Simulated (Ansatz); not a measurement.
`[BH2][GeH2][CH2][SiH3]` and `[SiH3][CH2][GeH2][Cl]` differ in one atom or group.

Ansatz, PBE0-D4/def2-TZVP geometries, multiplicity 1. Each molecule was computed in one conformer, which needn't be the lowest.

Scalar relativity is left out up to krypton.

```tsv
property	`[BH2][GeH2][CH2][SiH3]`
size of the dipole moment (B3LYP/def2-TZVPP) / D	0.73
LUMO energy (ωB97M-V/def2-TZVPP) / eV	-0.43
HOMO energy (PBE0/def2-TZVPP) / eV	-8.15
LUMO energy (PBE0/def2-TZVPP) / eV	-2.38
LUMO energy (PBE/def2-TZVPP) / eV	-3.39
HOMO–LUMO gap (ωB97M-V/def2-TZVPP) / eV	9.88
```

Task: Give the same properties after the change, and the shifts. (An estimate is asked.)

Result: The calculation gave: 
| property | `[SiH3][CH2][GeH2][Cl]` | shift |
| --- | --- | --- |
| size of the dipole moment (B3LYP/def2-TZVPP) / D | 2.45 | 1.72 |
| LUMO energy (ωB97M-V/def2-TZVPP) / eV | 1.79 | 2.22 |
| HOMO energy (PBE0/def2-TZVPP) / eV | -8.51 | -0.36 |
| LUMO energy (PBE0/def2-TZVPP) / eV | 0.01 | 2.39 |
| LUMO energy (PBE/def2-TZVPP) / eV | -0.91 | 2.48 |
| HOMO–LUMO gap (ωB97M-V/def2-TZVPP) / eV | 12.49 | 2.61 |

With PBE0 the HOMO falls by 0.36 eV and the LUMO rises by 2.39 eV, so the gap widens by about 2.75 eV. PBE moves the HOMO by -0.23 eV and ωB97M-V by -0.39 eV. Dipoles are sizes alone; their direction can turn.

B3LYP here is the variant with VWN-RPA as its local correlation; programs differ in this.
